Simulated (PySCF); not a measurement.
**Checking a proposed structure**

A compound C₉H₁₂ gives the data below (simulated from a calculation) and was assigned the structure `C=CCC1=CCC=CC1`.

$^{13}$C{$^{1}$H} NMR (computed): δ 148.2 (C), 134.8 (CH, 2C), 133.9 (CH, 2C), 131.3 (CH), 42.0 (CH2), 30.1 (CH2), 14.0 (CH3).

$^{1}$H NMR (400 MHz, computed): δ 7.61 (m, 2H), 7.51 (m, 1H), 7.46 (m, 2H), 2.65 (t, 2H), 1.55 (m, 2H), 0.83 (t, 3H).

Level of theory: GFN2-xTB geometry, shielding tensors at PBE0/pcSseg-1 (GIAO), in PySCF 2.14.0 with density-fitted response routines (equivalent nuclei averaged, no solvent model, single conformer, non-relativistic).

Referencing at the same level of theory: $^{1}$H (31.72 ppm) and $^{13}$C (186.93 ppm) against TMS.

Q: Compare with the shifts computed for the proposed structure, pairing carbons in order of shift.

A: Structure with atom numbers: `[CH2:1]=[CH:2][CH2:3][C:4]1=[CH:5][CH2:6][CH:7]=[CH:8][CH2:9]1`. Hydrogens are named by the atom that carries them.

```
atom  computed for proposal  given list  difference
  C2                  148.7       148.2        +0.5
  C4                  140.3       134.8        +5.5
  C8                  131.8       134.8        -3.0
  C7                  130.5       133.9        -3.4
  C5                  126.7       133.9        -7.2
  C1                  122.6       131.3        -8.7
  C3                   50.1        42.0        +8.1
  C9                   32.2        30.1        +2.1
  C6                   32.0        14.0       +18.0
```

The rms difference is 8.0 ppm and the largest +18.0 ppm at C6 (allylic sp3 CH2). The proposal also would give 9 carbon signals, not 7. The carbon types in order of shift don't match either: CH, C, CH, CH, CH, CH2, CH2, CH2, CH2 for the proposal against C, CH, CH, CH, CH, CH, CH2, CH2, CH3 in the data. The proposal doesn't fit.

Q: Which isomer fits?

A: SMILES CCCc1ccccc1.

- Carbon types of the structure: 1 × C, 5 × CH, 2 × CH2, 1 × CH3, which accounts for all hydrogens.
- δC 148.2: substituted aromatic carbon.
- δC 134.8, 133.9, 131.3: aromatic CH; the aromatic region.
- δC 30.1: sp3 CH2; a saturated carbon with 2 carbon neighbours and no heteroatom attached.
- δH 0.83: hydrogen on a methyl carbon; far from electronegative atoms and π systems.

Other isomers checked: C#C[C@@]12CCCC[C@@H]1C2 (rms 75.7 ppm).

The shifts were computed for this structure.

Shifts are as computed. Against solution values, carbons near 30 ppm lie about +3 ppm off and those near 130 ppm about +5 ppm. Of 1211 compounds with measured shifts, 218 miss one by over three times the rms of a fit or turn the order of signals round; such compounds aren't used in these exercises. No couplings were computed; multiplicities are counted from neighbouring protons, with m where these are inequivalent, close in shift, in a saturated or five-membered ring or joined by F or P, and br s for small geminal =CH2 splittings.
